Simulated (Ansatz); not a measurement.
A nudged elastic band was laid between two geometries of AlH6NO2 (10 atoms, charge 0, multiplicity 1).

All numbers below come from Ansatz 0.2.0, RHF/def2-SVP.

| Property | Result |
| --- | --- |
| movable images | 7 |
| climbing image | yes |
| spring | 5.0 eV/Å² |
| optimiser | quadratic models (default) |
| start path | through a guess of the saddle point |
| force threshold | 0.05 eV/Å |
| iteration limit | 60 |
| end points | relaxed |

Initial state:

```xyz
10
Properties=species:S:1:pos:R:3
Al -0.012 -0.051 0.273
H -0.209 -0.950 1.573
O 1.558 0.016 -0.439
H 1.941 -0.584 -1.053
O -1.374 0.106 -0.772
H -2.076 -0.507 -0.896
N 0.071 1.876 0.938
H 0.982 2.227 0.686
H -0.629 2.408 0.442
H -0.067 2.005 1.927
```

Final state:

```xyz
10
Properties=species:S:1:pos:R:3
Al 0.059 0.548 -0.603
H -0.187 0.331 3.682
O 1.522 -0.196 -0.986
H 1.761 -0.953 -1.487
O -1.437 -0.005 -1.148
H -1.719 -0.732 -1.670
N 0.096 1.979 0.417
H 0.929 2.405 0.773
H -0.709 2.510 0.686
H -0.129 0.660 3.013
```

Question: What changes between the two ends?

Answer: Bonds broken: Al1–H2, N7–H10. Bonds formed: H2–H10. AlH6NO2 becomes AlH4NO2 + H2.

Question: Give the energies along the band, and the barrier.

Answer: It converged. The highest image is number 3 of 0 to 8, 190.8 kJ/mol above the first end and 117.1 kJ/mol above the last; the last end lies 73.7 kJ/mol above the first. Neighbouring images differ by up to 1.4 eV, so the band resolves the path poorly. A vibrational analysis at the climbing image gives one clearly imaginary mode, 1694i cm⁻¹: a first-order saddle point. The orbitals stay closed-shell, which can raise the energy where a bond breaks towards radicals; this wasn't checked here.

```json
{"image": "0", "path coordinate (Å)": "0.00", "energy (kJ/mol)": "0.0", "Al1–H2 (Å)": "1.59", "N7–H10 (Å)": "1.01", "H2–H10 (Å)": "2.98"}
{"image": "1", "path coordinate (Å)": "0.63", "energy (kJ/mol)": "8.4", "Al1–H2 (Å)": "1.60", "N7–H10 (Å)": "1.01", "H2–H10 (Å)": "2.48"}
{"image": "2", "path coordinate (Å)": "1.25", "energy (kJ/mol)": "53.7", "Al1–H2 (Å)": "1.63", "N7–H10 (Å)": "1.02", "H2–H10 (Å)": "1.76"}
{"image": "3", "path coordinate (Å)": "1.88", "energy (kJ/mol)": "190.8", "Al1–H2 (Å)": "1.82", "N7–H10 (Å)": "1.38", "H2–H10 (Å)": "1.01"}
{"image": "4", "path coordinate (Å)": "2.60", "energy (kJ/mol)": "98.2", "Al1–H2 (Å)": "2.29", "N7–H10 (Å)": "2.16", "H2–H10 (Å)": "0.75"}
{"image": "5", "path coordinate (Å)": "3.32", "energy (kJ/mol)": "77.3", "Al1–H2 (Å)": "2.86", "N7–H10 (Å)": "2.75", "H2–H10 (Å)": "0.75"}
{"image": "6", "path coordinate (Å)": "4.04", "energy (kJ/mol)": "74.9", "Al1–H2 (Å)": "3.48", "N7–H10 (Å)": "2.97", "H2–H10 (Å)": "0.75"}
{"image": "7", "path coordinate (Å)": "4.76", "energy (kJ/mol)": "74.0", "Al1–H2 (Å)": "3.92", "N7–H10 (Å)": "2.94", "H2–H10 (Å)": "0.75"}
{"image": "8", "path coordinate (Å)": "5.47", "energy (kJ/mol)": "73.7", "Al1–H2 (Å)": "4.30", "N7–H10 (Å)": "2.92", "H2–H10 (Å)": "0.75"}
```

Question: What is the geometry of the highest image?

Answer: 
```xyz
10
Properties=species:S:1:pos:R:3
Al 0.021 0.318 0.039
H -0.158 -0.046 1.814
O 1.525 -0.274 -0.458
H 1.796 -0.880 -1.121
O -1.452 0.022 -0.739
H -1.844 -0.736 -1.131
N 0.090 2.012 0.849
H 0.955 2.521 0.924
H -0.680 2.656 0.774
H -0.069 0.953 1.726
```

The band took 21 iterations and of the order of 3 core-minutes.

Run time: 3 min on 1 thread of Arm Neoverse V2 (shared host), peak memory 0.15 GiB.
